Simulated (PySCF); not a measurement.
A geometry optimisation on `C(F)(F)C(C(F)(F)F)=S`.

Computed with PBE0-D3(BJ)/def2-SVP geometry optimisation, gas phase (PySCF 2.14.0). Start geometry: GFN2-xTB. A driver script takes a list of jobs; this job's settings line and coordinates (Å) are shown.

Command:
```bash
OMP_NUM_THREADS=1 python probes_run.py task.json out
```

Input:
```
{"job": {"xc": "PBE0", "basis": "def2-SVP", "d3": "d3bj", "grid": 1, "kind": "geom"}, "charge": 0, "multiplicity": 1}
F     -1.241982     0.634925     1.298598
C     -1.251313     0.417818    -0.029759
F     -1.152842     1.626296    -0.628010
C     -0.093588    -0.464500    -0.452649
S     -0.249688    -1.609503    -1.568000
C      1.232843    -0.199607     0.243699
F      2.258164    -0.708172    -0.440360
F      1.470297     1.101237     0.406938
F      1.254773    -0.766105     1.458595
H     -2.217782    -0.027734    -0.311579
```

Output:
```
step   0  E = -1010.97276163  max force = 0.021717
step   1  E = -1010.97297773  max force = 0.013221
step   2  E = -1010.97341802  max force = 0.004477
step   3  E = -1010.97366844  max force = 0.002112
step   4  E = -1010.97371075  max force = 0.001496
step   5  E = -1010.97375040  max force = 0.000437
step   6  E = -1010.97375774  max force = 0.000218
optimisation converged
```

Energies in Eh; «max force» is the largest Cartesian gradient component in Eh/bohr.

Problem. Give the first gradient maximum in eV/Å.

Solution. With 1 Eh/bohr = 51.422 eV/Å, 1.117 eV/Å.

In short: final energy -1010.97376 Eh after 6 steps; dipole 1.85 D.

Problem. Where do the atoms end?

Solution. 0.071 Å rms from the input after alignment:
```
atom  x, y, z in Å
F1    -1.4308    0.7213    1.0334
C2    -1.2534    0.3317   -0.2412
F3    -1.0889    1.4310   -0.9985
C4    -0.0161   -0.5451   -0.3637
S5    -0.0093   -1.8653   -1.2768
C6     1.2119   -0.0761    0.4167
F7     2.3114   -0.7041    0.0374
F8     1.3931    1.2307    0.2406
F9     1.0305   -0.3019    1.7158
H10   -2.1431   -0.2196   -0.5868
```

Rough CPU time on one thread of a shared machine: about 2.1 min.
Labels such as C1 count atoms from 1, the log's own numbers from 0.
